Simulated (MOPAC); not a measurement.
MOPAC input (MNDO):

```
MNDO PRECISE GNORM=0.05 LET XYZ CHARGE=1 GEO-OK AUX(PRECISION=9) THREADS=1
CH3Si

C    -1.04781679 1    0.10932284 1   -0.37262433 1
Si    0.55917462 1   -0.05617424 1    0.25288161 1
H    -1.75364330 1   -0.72226473 1   -0.31024367 1
H    -1.53931018 1    1.08500344 1   -0.38271922 1
H     1.75140953 1   -0.23223646 1   -0.61163372 1
```

### Question
What heat of formation does the run end on?

### Answer
242.60 kcal/mol.
